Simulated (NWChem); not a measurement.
System: SnH₃OCl; SMILES [OH][SnH2][Cl]

Results from NWChem. Structure relaxed at the PBE0/def2-SVP level. No frequency run checked for a minimum. def2 effective core potentials on Sn; no spin-orbit coupling. Gas phase, vertical. One conformer.

CAM-B3LYP/def2-SVPD, TDA puts singlet state 1 at 6.42 eV with oscillator strength 0.057.

Question: Give the wavelength, the transition dipole and the radiative lifetime of that state in vacuum.

Answer: 
1. λ = 1239.84/6.42 = 193 nm, or 51780 cm⁻¹.
2. f = (2/3) ΔE μ² in atomic units, so μ = √(1.5 f/ΔE) = 0.60 a.u. = 1.53 D.
3. τ = 1.499 s cm⁻² / (f ν²) = 9.8 ns, for a non-degenerate state that emits at the vertical energy.
